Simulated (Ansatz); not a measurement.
Consider the ligand exchange at the Si–C bond: `[SiH3][CH2][AlH][TeH]` + `OB(S)Cl` → `[SiH3]OB(S)Cl` + `[CH3][AlH][TeH]`.

Isolated molecules relaxed with PBE0-D4/def2-TZVP in Ansatz; ΔE leaves out vibrations. CBS: MP2 limit from def2 TZ/QZ plus the TZ coupled-cluster correction, frozen cores. Functionals use def2-TZVPP. def2 core potentials past Kr. For Te outer-core shells are correlated without core-valence functions, which leaves a few kJ/mol of doubt a bond. One conformer a species, not always the lowest.

`[SiH3][CH2][AlH][TeH]`:

```xyz
11

Si   -1.265    0.566   -0.773
C     0.579    0.632   -0.486
Al    1.115   -0.053    1.254
Te    0.963   -2.531    1.730
H    -1.989    1.214    0.357
H    -1.668    1.256   -2.028
H    -1.719   -0.849   -0.850
H     0.920    1.669   -0.579
H     1.065    0.046   -1.274
H     1.626    0.862    2.441
H     0.374   -2.814    0.206
```

`OB(S)Cl`:

```xyz
6

O    -0.142    0.450    1.045
B    -0.141    0.141   -0.268
S     0.748   -1.292   -0.896
Cl   -1.020    1.139   -1.437
H    -0.654    1.239    1.248
H     1.208   -1.677    0.307
```

`[SiH3]OB(S)Cl`:

Z-matrix (Å, degrees):
```
Si
O 1 1.655
H 1 1.484 2 110.1
H 1 1.481 2 108.0 3 120.5
H 1 1.480 2 107.4 3 -120.3
B 2 1.340 1 138.7 3 -10.4
Cl 6 1.766 2 118.3 1 -178.8
S 6 1.813 2 121.1 1 1.2
H 8 1.341 6 95.9 2 -179.8
```

`[CH3][AlH][TeH]`:

```xyz
8

C     0.226   -0.722    1.236
Al    0.035   -0.087   -0.594
Te   -0.752    2.291   -0.970
H    -0.415   -1.594    1.408
H    -0.029    0.035    1.981
H     1.255   -1.048    1.423
H     0.345   -0.972   -1.871
H    -0.665    2.096   -2.613
```

```json
{"level": "r2SCAN-D4", "ΔE (eV)": "-0.73"}
{"level": "MP2/CBS(def2)", "ΔE (eV)": "-0.75"}
```

(1) What does CCSD(T)/CBS give? (Estimate.)

Largest T1 diagnostic among the species: 0.012.

Results:

(1) Ansatz gave: -0.75 eV. The listed levels differ from it by 0.02, 0.00 eV.

From PBE to PBE0 (25 % exact exchange), in def2-TZVPP and without D4, ΔE moves by −0.03 eV. In def2-TZVPP, CCSD(T) changes the Hartree–Fock value by +0.23 eV (the triples alone add +0.03 eV) and MP2 by +0.22 eV.
